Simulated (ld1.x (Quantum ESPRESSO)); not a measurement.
**Pd (Z = 46), PAW: configuration errors across variants**

- Element: palladium (Pd)
- Generator: ld1.x (Quantum ESPRESSO) 7.5
- Type: PAW
- Functional: LDA (PZ)
- Relativity: scalar-relativistic
- Frozen core: [Ar] 3d10
- Valence charge: 18
- Reference configuration: 4s2 4p6 4d8 5s0 5p0 (charge +2)
- Partial waves: 4s (bound): rcut 1.30, rcutus 1.40 bohr; 5s (bound, empty): rcut 1.30, rcutus 1.40 bohr; 4p (bound): rcut 1.65, rcutus 1.80 bohr; 5p (bound, empty): rcut 1.65, rcutus 1.80 bohr; 4d (bound): rcut 1.10, rcutus 1.30 bohr; 4d channel at -0.9 Ry: rcut 1.10, rcutus 1.30 bohr
- Local potential: all-electron potential smoothed inside 1.10 bohr (lloc = -2)
- Core correction: a·sin(br)/r model core, default radius (ld1.x builds one for every PAW set, though the input has nlcc=.false.)
- Augmentation charge: PSQ, radius 0.85 bohr

All-electron excitation energies from the reference (eV): (1) 4s2 4p6 4d10 5s0 5p0 -30.470; (2) 4s2 4p6 4d9 5s0 5p0 -21.081; (3) 4s2 4p6 4d7 5s0 5p0 34.595; (4) 4s2 4p6 4d6 5s0 5p0 84.148; (5) 4s2 4p6 4d8 5s1 5p0 -16.674; (6) 4s2 4p6 4d9.5 5s0 5p0 -27.100; (7) 4s2 4p6 4d9 5s0 5p1 -25.152; (8) 4s2 4p6 4d8 5s0 5p0 spin -0.635; (9) 4s2 4p6 4d9 5s0 5p0 spin -21.225.

Spin tests fill each open shell by Hund’s rule, majority spin first.

The default core radius of the base comes out at 0.61 bohr.

The overlap operator is not positive definite (basis up to 400 Ry) in “base”, “waves 4d (bound): rcut 1.10, rcutus 1.22 bohr; 4d channel at -0.9 Ry: rcut 1.10, rcutus 1.22 bohr”, “local potential all-electron potential smoothed inside 0.82 bohr (lloc = -2)”, “wave 4d channel at -0.9 Ry: rcut 1.10, rcutus 1.30 bohr becomes 4d channel at -1.81 Ry: rcut 1.10, rcutus 1.30 bohr”, “waves 4s (bound): rcut 1.24, rcutus 1.32 bohr; 5s (bound): rcut 1.24, rcutus 1.32 bohr”, “local potential all-electron potential smoothed inside 1.10 bohr (lloc = -1)”. Such files are unfit for use, however small their errors in these radial tests.

2 further variants failed, have other tests or another functional or relativity, and are left out.

Errors AE − PS in meV (a dash: test not solved or not reliable):

```tsv
change	(1)	(2)	(3)	(4)	(5)	(6)	(7)	(8)	(9)	bound ghosts
base	+5.7	+3.7	+2.2	+24	+2.6	+5.1	+3.8	-0.2	+3.6	not determined (overlap not positive)
waves 4d (bound): rcut 1.10, rcutus 1.22 bohr; 4d channel at -0.9 Ry: rcut 1.10, rcutus 1.22 bohr	+5.6	+3.7	+2.3	+24	+2.6	+5.1	+3.7	+0.1	+3.7	not determined (overlap not positive)
local potential all-electron potential smoothed inside 0.82 bohr (lloc = -2)	+20	+11	+20	+125	+2.7	+17	+13	+1.4	+11	not determined (overlap not positive)
wave 4d channel at -0.9 Ry: rcut 1.10, rcutus 1.30 bohr becomes 4d channel at -1.81 Ry: rcut 1.10, rcutus 1.30 bohr	+8.0	+4.5	+3.5	+29	+2.6	+6.7	+4.6	-0.2	+4.4	not determined (overlap not positive)
waves 4s (bound): rcut 1.24, rcutus 1.32 bohr; 5s (bound): rcut 1.24, rcutus 1.32 bohr	+5.7	+3.7	+2.2	+24	+2.5	+5.1	+3.8	-0.2	+3.7	not determined (overlap not positive)
local potential all-electron potential smoothed inside 1.10 bohr (lloc = -1)	+22	+12	+23	+140	+2.7	+19	+15	+1.5	+12	not determined (overlap not positive)
```

**Question.** Give the same row for: core correction a·sin(br)/r model core inside 1.38 bohr.

**Answer.** +5.7, +3.7, +2.1, +24, +2.6, +5.1, +3.8, -0.2, +3.6; bound ghosts: not determined (overlap not positive). Its overlap operator is not positive definite in a basis up to 400 Ry (lowest eigenvalue p -0.09), so the file is unfit for use: the generalised eigenproblem breaks down once the basis is large enough, and its test numbers describe a broken file.
